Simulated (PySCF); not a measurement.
All values below come from ωB97X-D3(BJ)/def2-TZVP // PBE0-D3(BJ)/def2-TZVP (PySCF). Gas-phase values, no solvent. One relaxed conformer stands for a flexible species; it need not be the lowest. Delta-SCF ions had no search for a lower state. Excitations are Tamm–Dancoff values on a coarser integration grid. The basis has no diffuse functions, so Rydberg states are missing or too high.

Reference species (SMILES): `I[SiH]=C` (neutral, multiplicity 1).

- T1 excitation (TDA) = 2.91 eV
- HOMO–LUMO gap = 9.47 eV
- vertical ionisation energy (Delta-SCF) = 8.55 eV

Changed species: `C=[SiH][S@@](C)=O` (C–Si–S–O torsion 10°) (X = methylsulfinyl; the reference has X = iodo).

### Question
What does the change do to the T1 excitation (TDA), HOMO–LUMO gap and vertical ionisation energy (Delta-SCF)?

### Answer
the T1 excitation (TDA) drops by 0.15 eV, to 2.76 eV; the HOMO–LUMO gap falls by 0.21 eV, to 9.26 eV; the vertical ionisation energy (Delta-SCF) rises by 0.12 eV, to 8.67 eV.
